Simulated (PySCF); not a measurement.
Polarisability and C₆ of I⁺ (iodine, charge +1)

[Kr] 4d10 5s2 5p4, high-spin 3P determinant. All numbers are calculated (PySCF 2.14, the spin-free X2C one-electron Hamiltonian (Gaussian nucleus), in x2c-TZVPPall with one added diffuse shell each of s, p, d, f type (9s7p5d3f, 76 functions)). Coupled (time-dependent) response in atomic units; α is the mean over directions.

```
 method  mean α (bohr³)         α xx, yy, zz  C₆ (like pair)  S(−4)
wB97X-V           20.09  19.61, 21.06, 19.61           175.0  73.02
```

S(−4) is the Cauchy moment in α(ω) = α(0) + S(−4) ω² + …

Spin-orbit coupling is absent.

α(iu) at wB97X-V:

```
u (hartree)  α(iu) (bohr³)
          0          20.09
     0.0500          19.91
      0.100          19.39
      0.200          17.60
      0.300          15.33
      0.500          11.08
      0.750          7.449
       1.00          5.287
       1.50          3.111
       2.00          2.112
       3.00          1.219
       5.00         0.5891
```

A single London oscillator, α(iu) = α/(1 + u²/ω²), gives C₆ = (3/4) ω α². Matching the computed C₆ needs ω = 4 × 175.0 / (3 × 20.09²) = 0.578 hartree.

For an ion, C₆ is the dispersion term alone; charge-induced terms of lower order in 1/R come first.

The components differ because the open shell of this determinant is not spherical; for a pure term their mean is the scalar polarisability.
